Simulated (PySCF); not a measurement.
The dipole of `COB(OC)c1ccsc1` from its density and from atomic charges.

Coordinates (PBE0-D3(BJ)/def2-SVP, Å) and charges (e) from the PBE0/pcSseg-1 density (PySCF):

| atom | x | y | z | Mulliken | IAO | Hirshfeld | ESP-fitted |
| --- | --- | --- | --- | --- | --- | --- | --- |
| C1 | -1.815 | -1.758 | 0.863 | -0.0315 | -0.1888 | -0.0267 | -0.1357 |
| O2 | -1.706 | -0.379 | 0.666 | -0.5213 | -0.3985 | -0.1708 | -0.3777 |
| B3 | -0.578 | 0.293 | 0.303 | +0.6988 | +0.4696 | +0.2326 | +0.7374 |
| O4 | -0.697 | 1.634 | 0.104 | -0.5105 | -0.3990 | -0.1747 | -0.3943 |
| C5 | -1.925 | 2.292 | 0.266 | -0.0128 | -0.1924 | -0.0354 | -0.1715 |
| C6 | 0.848 | -0.308 | 0.061 | -0.2469 | -0.1827 | -0.1046 | -0.2002 |
| C7 | 1.875 | 0.460 | -0.584 | -0.0749 | -0.1541 | -0.0674 | -0.2506 |
| C8 | 3.064 | -0.203 | -0.699 | -0.2704 | -0.3258 | -0.0879 | -0.1571 |
| S9 | 2.973 | -1.777 | -0.015 | +0.2604 | +0.3493 | +0.0996 | +0.0317 |
| C10 | 1.331 | -1.552 | 0.418 | -0.3216 | -0.3060 | -0.0802 | -0.2284 |
| H11 | -1.335 | -2.073 | 1.805 | +0.1082 | +0.1287 | +0.0434 | +0.0723 |
| H12 | -1.371 | -2.332 | 0.033 | +0.1094 | +0.1311 | +0.0416 | +0.0791 |
| H13 | -2.883 | -2.015 | 0.927 | +0.1264 | +0.1529 | +0.0493 | +0.1153 |
| H14 | -2.726 | 1.812 | -0.319 | +0.1024 | +0.1335 | +0.0390 | +0.0891 |
| H15 | -2.242 | 2.301 | 1.322 | +0.1038 | +0.1338 | +0.0413 | +0.0880 |
| H16 | -1.806 | 3.330 | -0.074 | +0.1189 | +0.1480 | +0.0457 | +0.1235 |
| H17 | 1.711 | 1.477 | -0.943 | +0.0981 | +0.1678 | +0.0523 | +0.1728 |
| H18 | 3.993 | 0.147 | -1.148 | +0.1362 | +0.1712 | +0.0552 | +0.1921 |
| H19 | 0.814 | -2.358 | 0.935 | +0.1274 | +0.1614 | +0.0476 | +0.2144 |

Q: Form Σ q r in debye for every column and set it beside the full dipole.

A: The full density gives (-1.11, -0.83, 0.24) D, 1.41 D in size; dipole vectors point from the negative to the positive end.

```csv
scheme,μx,μy,μz,size (D),share of the full size (%),angle to the full dipole (°)
Mulliken,-2.30,-1.55,0.68,2.86,203,5
IAO,-0.16,-2.46,0.45,2.50,178,49
Hirshfeld,-0.43,-1.03,0.30,1.16,82,30
ESP-fitted,-1.08,-0.85,0.25,1.39,99,1
```

Q: Which set comes closest?

A: Length of the difference vector: ESP-fitted 0.04 D, Hirshfeld 0.71 D, Mulliken 1.46 D, IAO 1.90 D. Closest: ESP-fitted. ESP charges are fitted to the potential around the molecule, whose slowest-falling term is the dipole's. 

Q: What is left for the Hirshfeld atoms' own dipoles?

A: The shares of the density sum to the whole, so what Σ q r misses lies in dipoles about the nuclei. The atomic dipoles sum to (-1.11, -0.83, 0.24) − (-0.43, -1.03, 0.30) = (-0.68, 0.20, -0.06) D, 0.71 D in size.

Q: With the origin at the mean of the coordinates, (-0.130, -0.053, 0.206) Å, which are the largest single terms, by size, of the Mulliken dipole along the direction of the full one?

A: O2 -3.80, C8 +3.37, H18 -2.36, H13 +2.10, S9 -1.84 D; all 19 atoms together +2.85 D. The single terms depend on the origin, their sum doesn't.

Q: Give the size of the full dipole in other units.

A: 1.41 D = 0.554 au = 0.293 e·Å = 4.70 × 10⁻³⁰ C·m.

Isolated species at its PBE0-D3(BJ)/def2-SVP geometry (one conformer only).

Conformer computed: `[CH3:1][O:2][B:3]([O:4][CH3:5])[c:6]1[cH:7][cH:8][s:9][cH:10]1`: C1–O2–B3–O4 177°, O2–B3–O4–C5 0°, O2–B3–C6–C7 167°.
